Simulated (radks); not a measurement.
Results of a calculation; reference values are marked as such.
Problem. Species: Bi60+. Configuration: [Ar] 3d5 (the NIST ground configuration). Code: a radial shooting solver on a logarithmic mesh with Libxc functionals. Model: scalar-relativistic Kohn-Sham, BLYP, spin-polarised, spherical densities, point nucleus; open shells are filled with parallel spins first (spin-orbit coupling, left out, can overturn this in heavy ions). Some entries of the table are withheld. Estimate them.

orbital,occ.,eigenvalue (Ry),<1/r> (bohr^-1),<r^2> (bohr^2)
1s up,1,-6973.658,103.4,0.0003458
1s down,1,-6973.630,103.4,0.0003457
2s up,1,-1499.033,24.40,0.005188
2s down,1,-1497.001,24.43,0.005179
2p up,3,-1326.527,21.32,0.004427
2p down,3,-1324.856,21.34,0.004416
3s up,1,-561.5070,9.469,0.03089
3s down,1,-559.1034,9.440,0.03099
3p up,3,-511.5335,8.588,0.03134
3p down,3,-509.1417,8.561,0.03147
3d up,5,-467.6762,8.055,0.02500
3d down,0,-464.6684,8.038,0.02516
4s up,0,-288.2711,4.803,0.1136
4s down,0,-287.3984,4.783,0.1144
4p up,0,-268.7486,4.451,0.1200
4p down,0,-267.9211,4.431,0.1209
4d up,0,(1),4.216,(2)
4d down,0,(3),4.201,(4)

Solution. 
(1) 4d up eigenvalue (Ry): -250.9552
(2) 4d up <r^2> (bohr^2): 0.1138
(3) 4d down eigenvalue (Ry): -250.0244
(4) 4d down <r^2> (bohr^2): 0.1149
